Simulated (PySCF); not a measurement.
Correlation energy of Dy⁵³⁺ (dysprosium, charge +53)

[Ne] 3s2 3p1, 2P determinant. Calculation: PySCF 2.14, in an uncontracted even-tempered set (16 s from 12 bohr⁻², ratio 2.5; 10 p from 16 bohr⁻², ratio 2.5; 4 d from 62 bohr⁻², ratio 2.7; 4 f from 93 bohr⁻², ratio 2.7); the non-relativistic Hamiltonian (point nucleus). Frozen: 1s2; 11 electrons correlated; the 17 highest virtual orbitals of each spin left out.

```tsv
level	correlation energy (mhartree)
CCSD	-558.35
(T)	-1.74
CCSD(T)	-560.09
```

Diagnostics: T1 = 0.00088, D1 = 0.0038, largest double amplitude 0.084.

Q: Is a single reference adequate?

A: Mostly. T1 lies below 0.03, but a double amplitude of this size points to a near-degeneracy that CCSD handles and MP2 describes poorly.

At this charge a non-relativistic calculation is a model, useful for the Z dependence of the correlation energy.
